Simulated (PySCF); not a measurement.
This PySCF input asks for the NMR shieldings of SMILES C#CCC(C)(C)CBC, C₈H₁₅B; the geometry comes from GFN2-xTB.

```python
import basis_set_exchange as bse
import numpy as np
from pyscf import gto, dft
from pyscf.prop import nmr

atoms = """
C    -0.412658    2.571107   -0.519771
C    -0.812335    1.624127    0.100818
C    -1.233307    0.436305    0.803556
C    -0.683202   -0.820113    0.095564
C    -1.421651   -1.023043   -1.227209
C    -0.918399   -2.038817    0.991834
C     0.822837   -0.605707   -0.131942
B     1.242657    0.649835   -1.019334
C     2.503279    1.490966   -0.567964
H    -0.110770    3.434451   -1.033306
H    -0.850701    0.479959    1.827594
H    -2.325599    0.401460    0.845046
H    -1.371841   -0.124082   -1.834750
H    -0.976702   -1.842488   -1.787288
H    -2.469020   -1.260790   -1.046612
H    -0.580310   -2.944739    0.493747
H    -1.977217   -2.151664    1.219581
H    -0.374660   -1.943424    1.929911
H     1.212892   -1.497030   -0.633744
H     1.305367   -0.574310    0.848564
H     0.879959    0.719896   -2.133617
H     2.525221    1.692933    0.500565
H     2.616209    2.437476   -1.090510
H     3.398217    0.907457   -0.789713
"""
names = dict.fromkeys(["C", "B", "H"], "pcSseg-1")
basis = {el: gto.basis.parse(bse.get_basis(n, elements=[el], fmt="nwchem")) for el, n in names.items()}
mol = gto.M(atom=atoms, basis=basis, charge=0, verbose=0)
mf = dft.RKS(mol, xc="PBE0")
mf.grids.level = 2
mf.grids.alignment = dft.numint.BLKSIZE   # the property module wants whole blocks of grid points
mf.conv_tol = 1e-9
mf.kernel()

calc = nmr.RKS(mf)   # GIAO
C = mf.mo_coeff
Co = C[:, mf.mo_occ > 0]
resp = mf.gen_response(singlet=True, hermi=2)
def vind(x):   # induced exchange potential for any number of trial vectors
    d = np.einsum("pi,xij,qj->xpq", C, 2 * x.reshape(-1, C.shape[1], Co.shape[1]), Co, optimize=True)
    return np.einsum("xpq,pi,qj->xij", resp(d - d.transpose(0, 2, 1)), C, Co, optimize=True).ravel()
mo1, _ = nmr.rhf.solve_mo1(calc, with_cphf=vind)
sigma = calc.kernel(mo1)
for i, s in enumerate(sigma):   # ppm
    print("%2d %-2s %9.2f" % (i, mol.atom_pure_symbol(i), np.trace(s) / 3))
```

Task: What does it print?

Result: 
```
 0 C     103.79
 1 C      90.27
 2 C     152.50
 3 C     139.27
 4 C     158.22
 5 C     151.26
 6 C     141.73
 7 B      41.19
 8 C     172.54
 9 H      30.16
10 H      29.68
11 H      29.80
12 H      29.54
13 H      30.70
14 H      30.91
15 H      30.43
16 H      30.68
17 H      30.70
18 H      30.85
19 H      30.45
20 H      24.95
21 H      30.81
22 H      30.72
23 H      31.38
```

These numbers come from an equivalent density-fitted implementation of the same equations, which agrees with the script to about 0.01 ppm for H and up to a few tenths of a ppm for heavy atoms, so last digits may differ.

Size and cost of the density-fitted run: 228 basis functions, 67 s wall time on 1 thread of an Arm Neoverse V1, shared host; peak memory 1.1 GiB.
